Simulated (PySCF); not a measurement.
Question: What does the PBE0-D3(BJ)/def2-SVP structure of `C=[C](CF)[GeH2][F]` look like in three dimensions?

Answer: 
```xyz
12
C3H6F2Ge angstrom
C     -0.945    1.455    0.177
C     -0.380    0.250    0.048
C     -1.127   -0.949   -0.447
F     -0.725   -2.073    0.239
Ge     1.503   -0.004    0.445
F      2.203   -0.669   -1.014
H     -2.010    1.619   -0.031
H     -0.372    2.336    0.484
H     -0.905   -1.110   -1.516
H     -2.217   -0.828   -0.325
H      1.797   -1.016    1.559
H      2.173    1.360    0.683
```

Orientation and origin are arbitrary. Atoms count from 1 in this order. Of the pairs four or more bonds apart, H7···H10 is among the closest relative to their van der Waals radii: 2.47 Å, 103 % of the sum of Bondi's values. Ge5 (germanium bonded to C, F and 2 H) is distorted tetrahedral (angles from 105.5° to 114.9°). The C–C distances run from 1.337 Å (C1=C2, drawn double) to 1.497 Å (C2–C3, drawn single), a spread of 0.160 Å.

Bonds between heavy atoms (Å): C1=C2 1.337, C2–C3 1.497, C3–F4 1.376, C2–Ge5 1.941, Ge5–F6 1.750.

Computed, not measured: PBE0-D3(BJ)/def2-SVP geometry optimisation, gas phase in PySCF.

Point group: C1 (no symmetry element, even within 0.4 Å). Not checked by PBE0-D3(BJ)/def2-SVP frequencies. One conformer, not necessarily the lowest (C1–C2–C3–F4 -142°, C1–C2–Ge5–F6 -123°).
